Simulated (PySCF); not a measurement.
**Two-dimensional NMR puzzle**

Compound of formula C4H14FPSi2. Correlations simulated from computed shifts and the bond graph:

HSQC (one-bond C–H):
```csv
δH,δC
1.10,27.4
```

COSY cross peaks (H two or three bonds apart, from the bond graph; peaks can be absent where the dihedral angle is near 90°):
```csv
δH,δH
5.45,4.33
5.45,4.10
4.33,4.10
4.33,1.05
4.10,1.05
```

HMBC (two and three bonds, from the bond graph):
```csv
δH,δC
5.45,"27.4, 27.2"
4.33,27.2
4.10,27.2
1.10,"27.4, 27.2"
```

Carbons without hydrogens: δ 27.2.

A single conformation, fast rotation and ring inversion assumed for equivalent nuclei, relativity neglected, no solvent model. GIAO PBE0/pcSseg-1 shieldings; geometry: GFN2-xTB; PySCF 2.14.0 with density-fitted response routines.

References, each an isolated molecule treated in the same way: ¹H, ¹³C against TMS.

Exchangeable hydrogens are left out of these lists.

Question: Which molecule is this?

Answer: `[SiH2]([Si@H](C(C)(C)C)F)P`.

Numbering as in the mapped SMILES `[CH3:1][C:2]([CH3:3])([CH3:4])[Si@H:5]([F:6])[SiH2:7][PH2:8]`. Each H is labelled by its parent atom. Ha(Si7) is pro-R; Hb(Si7) is pro-S.

- δC 27.4 is C1/C3/C4, a methyl carbon (δH 1.10).
- δC 27.2 is C2, a fully substituted sp3 carbon bonded to Si.
- HMBC from δH 5.45 reaches the proton-free carbon C2.
- HMBC from δH 4.33 reaches the proton-free carbon C2.
- HMBC from δH 4.10 reaches the proton-free carbon C2.
- HMBC from δH 1.10 reaches the proton-free carbon C2.
- COSY links 5.45–4.33, 5.45–4.10, 4.33–4.10, 4.33–1.05, 4.10–1.05.

This is the structure that produced the data.

Shifts are as computed. Against solution values, carbons near 30 ppm lie about +3 ppm off and those near 130 ppm about +5 ppm. Of 1211 compounds with measured shifts, 218 miss one by over three times the rms of a fit or turn the order of signals round; such compounds aren't used in these exercises.
